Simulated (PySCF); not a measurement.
# Distorted geometries of [Pb(BH4)]+

[Pb(BH4)]+ (singlet). PySCF 2.14.0, RKS TPSS, Pb def2-SVP with ECP60, B def2-SVP, H def2-SVP; non-relativistic Hamiltonian with scalar-relativistic core potentials where named; density fitting; no spin-orbit coupling. Relaxed geometry:

```xyz
6

Pb    0.0000    0.0000   -0.0340
B     0.0000    0.0000    2.3017
H     0.0000    0.0000    3.5031
H     1.1816    0.0000    1.8075
H    -0.5908    1.0233    1.8075
H    -0.5908   -1.0233    1.8075
```

Problem. Order these distorted geometries by energy above the relaxed one, lowest first.
A.
```xyz
6

Pb    0.0245    0.0546   -0.0443
B     0.0552    0.0779    2.3839
H    -0.0746   -0.0788    3.3632
H     1.2371   -0.0069    1.9633
H    -0.6854    0.9485    1.6974
H    -0.5568   -0.9954    1.8298
```
B.
```xyz
6

Pb    0.1167    0.2008    0.1310
B     0.0009   -0.0593    2.5051
H     0.1532   -0.0471    3.3583
H     1.2718   -0.0331    1.6991
H    -0.8149    1.0804    1.8215
H    -0.7277   -1.1417    1.6783
```
C.
```xyz
6

Pb   -0.0366   -0.0975    0.0671
B    -0.0720   -0.2736    2.1637
H    -0.1186    0.0849    3.4712
H     1.3730    0.1372    2.0643
H    -0.6039    0.9561    1.5629
H    -0.5418   -0.8070    1.8642
```

Solution. A (0.95 eV), B (3.66 eV), C (7.17 eV).

Problem. Which forces (eV/Å) act in the one that lies 7.17 eV up?

Solution. 
```
Pb    0.89   0.05  -4.68
B    22.88  28.47  19.22
H    -0.22  -1.05  -2.38
H    -2.71  -1.43  -0.65
H     0.10  -0.58   1.39
H   -20.93 -25.46 -12.89
```
Forces carry noise of the integration grid, about 0.01 to 0.03 eV/Å.

No frequency check is given that shows the relaxed geometry to be a minimum.
